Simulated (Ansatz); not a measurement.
`B[SiH](O)F` → `BF` + `O[SiH]` at 600 K and 1 bar (silylene formation by 1,1-elimination).

Calculated with Ansatz (gas phase, PBE0-D4/def2-TZVP geometries, no zero-point term in ΔE). CBS: MP2 limit from def2 TZ/QZ plus the TZ coupled-cluster correction, frozen cores. This one scheme is used for every species. Each species was taken in one conformer, which may not be the lowest.

```json
{"species": "`B[SiH](O)F`", "CCSD(T)/CBS energy (Eh)": "-491.32150", "H − E (kJ/mol)": "174.0", "S (J/(mol·K))": "398.1"}
{"species": "`BF`", "CCSD(T)/CBS energy (Eh)": "-125.82039", "H − E (kJ/mol)": "83.0", "S (J/(mol·K))": "253.5"}
{"species": "`O[SiH]`", "CCSD(T)/CBS energy (Eh)": "-365.43832", "H − E (kJ/mol)": "81.5", "S (J/(mol·K))": "278.0"}
```

H − E and S are ideal-gas, rigid-rotor, harmonic terms from PBE0-D4/def2-TZVP, for one conformer and one mirror image of each species. 1 Eh = 2625.50 kJ/mol, R = 8.31446 J/(mol·K).

Problem. By hand: ΔE, ΔH, ΔS and ΔG.

Solution. ΔE = (-125.82039) + (-365.43832) − (-491.32150) = 0.06279 Eh = 164.9 kJ/mol. Δ(H − E) = 83.0 + 81.5 − 174.0 = -9.5, so ΔH = 155.4 kJ/mol. ΔS = 253.5 + 278.0 − 398.1 = 133.4 J/(mol·K). ΔG = 155.4 − 600 × (133.4)/1000 = 75.4 kJ/mol.

Problem. By hand: the equilibrium constant, and the temperature at which ΔG would vanish if ΔH and ΔS stayed fixed.

Solution. log₁₀ K = −ΔG/(RT ln 10) = -6.6. ΔG = 0 at ΔH/ΔS = 1165 K.

The number of gas molecules changes by +1, which sets the sign of ΔS. A doubt of 5 kJ/mol in ΔE shifts log₁₀ K by 0.4 here. Other conformers and mirror images would add mixing entropy, several J/(mol·K) or more a flexible species. These are equilibria of isolated gas molecules and say nothing of rates. Largest T1 diagnostic: 0.016 (customary marks: 0.02 for closed shells, 0.045 for open ones).
